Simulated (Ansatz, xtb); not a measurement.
Isomers of C5H6N2Si in order of energy

4 gas-phase structures of C5H6N2Si, from a drawn sample of its isomers (lower ones may exist). Each was relaxed with GFN2-xTB:

A. `N#CC1=C[C@H]([SiH3])N=C1`, a singlet
B. `C#Cc1nccn1[SiH3]`, a singlet
C. `N#C[SiH2]n1cccc1`, a singlet
D. `N#CC1=C[Si@H](N)C=C1`, a singlet

Problem. Which do you expect lowest at r2SCAN-D4/def2-SVP//GFN2-xTB, and how would the others follow?

Solution. Calculated order at r2SCAN-D4/def2-SVP//GFN2-xTB: C (0.0), D (53.5), A (125.6), B (146.0) kJ/mol.

Energies above the lowest of each column, in kJ/mol; the last columns are at r2SCAN-D4/def2-SVP geometries and were run for some of them only (a dash: not run or not comparable):

```tsv
structure	GFN2-xTB	HF/STO-3G	r2SCAN-D4/def2-SVP//GFN2-xTB	r2SCAN-D4/def2-SVP	CCSD(T)/def2-SVP + ΔMP2/def2-TZVPP
C	4.2	0.0	0.0	0.0	0.0
D	153.7	130.2	53.5	52.2	33.8
A	84.3	173.6	125.6	121.9	137.5
B	0.0	209.6	146.0	–	–
```

CCSD(T)/def2-SVP + ΔMP2/def2-TZVPP puts C lowest of those it was run on; GFN2-xTB picks B. Flexible structures stand in one conformer each, not always the lowest. C keeps a small imaginary mode. Frequencies (GFN2-xTB) were run for A, C, D alone. The ΔMP2 step shifts differences by up to 33.6 kJ/mol, which makes them less sure. ΔMP2 is the change of the MP2 energy from the smaller to the larger basis.

Over these structures GFN2-xTB departs from r2SCAN-D4/def2-SVP//GFN2-xTB by 72.9 kJ/mol on average once a common shift is removed. A GFN2-xTB relaxation took about 0.11 s and the r2SCAN-D4/def2-SVP//GFN2-xTB energy about 2.1 s on a shared host (Ansatz 0.2.0, xtb 6.7.1).
